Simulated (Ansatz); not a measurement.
Z-matrix (Å, degrees):
```
Ge
N 1 1.840
H 1 1.538 2 110.9
H 1 1.538 2 110.9 3 122.1
H 1 1.536 2 103.8 3 -119.0
C 2 1.381 1 127.0 3 -60.9
H 2 1.008 1 117.2 3 119.0
C 6 1.354 2 122.7 1 179.9
B 6 1.540 2 121.1 1 -0.1
H 8 1.080 6 119.8 2 -180.0
H 8 1.088 6 122.8 2 0.0
H 9 1.193 6 119.1 2 179.9
H 9 1.199 6 121.7 2 -0.1
```

Charge 0, multiplicity 1.

(1) List the PBE0/def2-TZVPP orbital energies in eV (Ansatz 0.2.0). (Best estimate.)

## Answers

(1) Computed: Occupied: -10860.16, -1358.40, -1208.22, -1208.21, -1208.20, -391.44, -278.87, -278.14, -184.46, -171.15, -120.97, -120.93, -120.92, -33.85, -33.79, -33.76, -33.71, -33.70, -25.14, -20.63, -16.70, -16.02, -13.97, -13.21, -12.15, -10.63, -10.55, -9.84, -9.56, -9.30, -9.05, -6.22. Lowest empty: -1.91, 0.52, 1.09, 1.37, 1.62, 2.08, 2.18, 2.35.
